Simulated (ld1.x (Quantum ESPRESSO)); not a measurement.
## Which change was made? (Sb, TM)

| Quantity | Value |
| --- | --- |
| Element | Sb |
| Generator | ld1.x (Quantum ESPRESSO) 7.5 |
| Type | norm-conserving Troullier–Martins (Kleinman–Bylander form) |
| Functional | LDA (PZ) |
| Relativity | fully relativistic |
| Frozen core | [Kr] |
| Valence charge | 15 |
| Reference configuration | 4d10 5s1.75 5p3.25 |
| Partial waves | 5p (bound): rc 2.35 bohr; 4d (bound): rc 1.70 bohr; 5s (bound): rc 1.90 bohr |
| Local potential | the s channel |
| Core correction | none |

Open shells are filled in proportion to 2j + 1 (rel_dist='average').

Cutoffs, loose and tight: the cutoffs (Ry, on a coarse ladder) from which the occupation-weighted sum of valence levels, in a spherical-Bessel basis at the reference potential, stays within 10 and 1 mRy of its value at 400 Ry. They do not see the model core or the augmentation charge, which bear on the density cutoff. Test errors are all-electron minus pseudo excitation energies from the reference, over the configurations 4d10 5s2 5p3; 4d10 5s2 5p2; 4d10 5s2 5p1; 4d10 5s1 5p4; 4d9 5s2 5p3; 4d10 5s1 5p0; 4d10 5s2 5p0; variants that change the core or the reference have their own tests. The largest error is taken over the tests solved by every variant that gives reliable tests at all, those not shown here included: 4d10 5s1 5p0; 4d10 5s1 5p4; 4d10 5s2 5p0; 4d10 5s2 5p3; 4d9 5s2 5p3.

The base gives: outcome: generated; cutoff, loose: 80 Ry; cutoff, tight: 140 Ry; bound ghosts: none; largest test error (meV): -265.

Task: After one change the result is: outcome: generated, misses its reference levels by 0.44 eV; cutoff, loose: 80 Ry; cutoff, tight: 140 Ry; bound ghosts: none; largest test error (meV): -241. Which change was it?
A. local potential the p channel
B. core [Kr] 4d10, valence charge 5; reference 5s2 5p2; waves now 5p (bound): rc 1.90 bohr; 5s (bound): rc 1.65 bohr
C. wave 4d (bound): rc 1.70 bohr becomes 4d (bound): rc 2.14 bohr

Result: A. The others give: core [Kr] 4d10, valence charge 5; reference 5s2 5p2; waves now 5p (bound): rc 1.90 bohr; 5s (bound): rc 1.65 bohr → outcome: generated; cutoff, loose: 30 Ry; cutoff, tight: 70 Ry; bound ghosts: d; largest test error (meV): +470 | wave 4d (bound): rc 1.70 bohr becomes 4d (bound): rc 2.14 bohr → outcome: generated; cutoff, loose: 60 Ry; cutoff, tight: 110 Ry; bound ghosts: none; largest test error (meV): -68.
